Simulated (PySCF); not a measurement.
Isomers of C7H6ClFO2S.

All values: PBE0/pcSseg-1 (PySCF) at GFN2-xTB geometries, gas phase, one conformer each.

Question: Rank by HOMO–LUMO gap, highest first.
A. `[CH3:1][c:2]1[c:3]([F:4])[cH:5][cH:6][cH:7][c:8]1[S:9](=[O:10])(=[O:11])[Cl:12]` with C7–C8–S9–O10 0°
B. `[CH3:1][c:2]1[cH:3][c:4]([F:5])[cH:6][cH:7][c:8]1[S:9](=[O:10])(=[O:11])[Cl:12]` with C7–C8–S9–O10 0°
C. `[CH3:1][c:2]1[cH:3][cH:4][cH:5][c:6]([S:7](=[O:8])(=[O:9])[Cl:10])[c:11]1[F:12]` with C5–C6–S7–O8 135°

Answer: B (6.18 eV), C (5.99 eV), A (5.83 eV).

All values together:

| SMILES | μ (D) | HOMO (eV) | LUMO (eV) | lowest IAO charge (e) | highest IAO charge (e) | lowest Hirshfeld charge (e) | highest Hirshfeld charge (e) |
| --- | --- | --- | --- | --- | --- | --- | --- |
| Cc1c(F)cccc1S(=O)(=O)Cl | 3.93 | -7.94 | -2.11 | -0.829 (O) | +1.981 (S) | -0.267 (O) | +0.527 (S) |
| Cc1ccc(S(=O)(=O)Cl)cc1F | 5.30 | -8.04 | -2.09 | -0.828 (O) | +1.989 (S) | -0.272 (O) | +0.521 (S) |
| Cc1ccc(S(=O)(=O)Cl)c(F)c1 | 6.46 | -8.06 | -1.94 | -0.838 (O) | +1.994 (S) | -0.277 (O) | +0.511 (S) |
| Cc1cccc(S(=O)(=O)Cl)c1F | 5.96 | -7.96 | -1.96 | -0.837 (O) | +1.993 (S) | -0.277 (O) | +0.512 (S) |
| Cc1cc(F)ccc1S(=O)(=O)Cl | 3.46 | -8.15 | -1.97 | -0.831 (O) | +1.980 (S) | -0.268 (O) | +0.525 (S) |

Conformers: `[CH3:1][c:2]1[c:3]([F:4])[cH:5][cH:6][cH:7][c:8]1[S:9](=[O:10])(=[O:11])[Cl:12]` with C7–C8–S9–O10 0°; `[CH3:1][c:2]1[cH:3][cH:4][c:5]([S:6](=[O:7])(=[O:8])[Cl:9])[cH:10][c:11]1[F:12]` with C4–C5–S6–O7 -22°; `[CH3:1][c:2]1[cH:3][cH:4][c:5]([S:6](=[O:7])(=[O:8])[Cl:9])[c:10]([F:11])[cH:12]1` with C4–C5–S6–O7 -2°; `[CH3:1][c:2]1[cH:3][cH:4][cH:5][c:6]([S:7](=[O:8])(=[O:9])[Cl:10])[c:11]1[F:12]` with C5–C6–S7–O8 135°; `[CH3:1][c:2]1[cH:3][c:4]([F:5])[cH:6][cH:7][c:8]1[S:9](=[O:10])(=[O:11])[Cl:12]` with C7–C8–S9–O10 0°.
